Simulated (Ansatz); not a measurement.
Stepwise reaction of `C1[SiH2]S1` with hydrogen fluoride, as a gas-phase model of exchange steps in deposition or etching. ΔE in kJ/mol; ΔG adds harmonic PBE0-D4 terms to CCSD(T)/CBS, at 1 bar.

Program: Ansatz. Geometries: PBE0-D4/def2-TZVP. ΔE: electronic, gas phase. CBS: MP2 limit from def2 TZ/QZ plus the TZ coupled-cluster correction, frozen cores. This one scheme is used for every species. Functionals use def2-TZVPP. B3LYP here is the variant with VWN-RPA as its local correlation; programs differ in this.

```csv
step,reaction,PBE-D4,B3LYP-D4,ωB97M-V,CCSD(T)/CBS,ΔG(500 K)
2,`F[SiH]1CS1` + H–F → `F[Si]1(F)CS1` + H₂,-106.2,-115.3,-114.8,-110.9,-109.3
```

Question: Give the row of step 1, `C1[SiH2]S1` + H–F → `F[SiH]1CS1` + H₂. (An estimate is asked.)

Answer: Computed: 
```tsv
step	reaction	PBE-D4	B3LYP-D4	ωB97M-V	CCSD(T)/CBS	ΔG(500 K)
1	`C1[SiH2]S1` + H–F → `F[SiH]1CS1` + H₂	-108.1	-116.1	-115.7	-110.8	-109.4
```

Question: By hand: ΔE of the 2 steps together at CCSD(T)/CBS.

Answer: (-110.8) + (-110.9) = -221.7 kJ/mol, or -110.8 kJ/mol a step.

In ΔE the steps differ by no more than 0.1 kJ/mol. All are downhill at CCSD(T)/CBS. ΔG lies between -109.4 and -109.3 kJ/mol a step. PBE-D4 differs from CCSD(T)/CBS by 2.7 to 4.7 kJ/mol a step. Isolated molecules leave out the surface, adducts and barriers. Largest T1 diagnostic: 0.012.
